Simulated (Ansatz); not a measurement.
A run for Ansatz (a program for electronic structure): R-PBE/def2-TZVPP on C2H6Sn (SMILES [CH3][Sn][CH3]), a point of a torsion scan. Elements past Kr take the def2 small-core potentials; no spin–orbit coupling.

Ansatz 0.2 input:
```yaml
crystal:
  periodic: [false, false, false]
  atoms:
    - {symbol: C, position_ang: [1.69244968, -0.09136790, 0.00833094]}
    - {symbol: Sn, position_ang: [-0.01339002, 0.90046391, -1.09864769]}
    - {symbol: C, position_ang: [-0.43678704, -0.90574116, -2.39069269]}
    - {symbol: H, position_ang: [2.10176849, -0.94301840, -0.53176856]}
    - {symbol: H, position_ang: [2.51240169, 0.59639681, 0.21648662]}
    - {symbol: H, position_ang: [1.34164922, -0.46093300, 0.97329190]}
    - {symbol: H, position_ang: [0.41434958, -1.10858019, -3.04110462]}
    - {symbol: H, position_ang: [-1.31424330, -0.79380849, -3.02728720]}
    - {symbol: H, position_ang: [-0.58627997, -1.79388726, -1.77715315]}
basis:
  gaussian:
    orbitals: def2-TZVPP
hamiltonian:
  xc: {name: PBE}
scf: {lower_state_search: off}
```

The head of its log:

```
WARN ansatz: RAYON_NUM_THREADS=1 ignored (pool sized by the plan → 1); use --threads N
Functional definition: PBE
these checks for a lower state are left out or cut short: stability, starts, cluster_reference, orbital_swaps, neighbouring_geometries, increment
integrals: 0.09 GiB planned
1102 factors; their error is unknown
mean field: 0.74 GiB planned
mean field evaluation 1: about -7978.9277 eV, gradient 9.5e1 eV
mean field evaluation 2: about -7894.2326 eV, gradient 1.6e2 eV
```

**Question.** What total energy does the run end on?

**Answer.** -294.0117 hartree.
